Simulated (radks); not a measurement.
The numbers below are computed, except where a source is named.
These are the eigenvalues of the occupied orbitals of an atom or ion with whole-number occupations (hartree). Level of theory: non-relativistic Kohn-Sham, PBE, spin-polarised, spherical densities, point nucleus (a radial shooting solver on a logarithmic mesh with Libxc functionals).

1s up: -73.72564
2s up: -8.25201
2s down: -8.11974
2p up: -6.79389
2p down: -6.70292
3d up: -1.29208

Which element is it, and in what charge state? The configuration may be excited. Open shells, if any, are filled with parallel spins first.

Answer. Z = 14, silicon, charge +4: Si4+ in 1s1 2s2 2p6 3d1. The list shows which subshells hold electrons but not how many an open one holds; the 1s level, -73.726 hartree, gives Z - s = 12.1 by -(Z - s)^2/2, which with screening narrows Z to a few neighbours, and the depths of the outer levels then fix element, charge and occupations together.
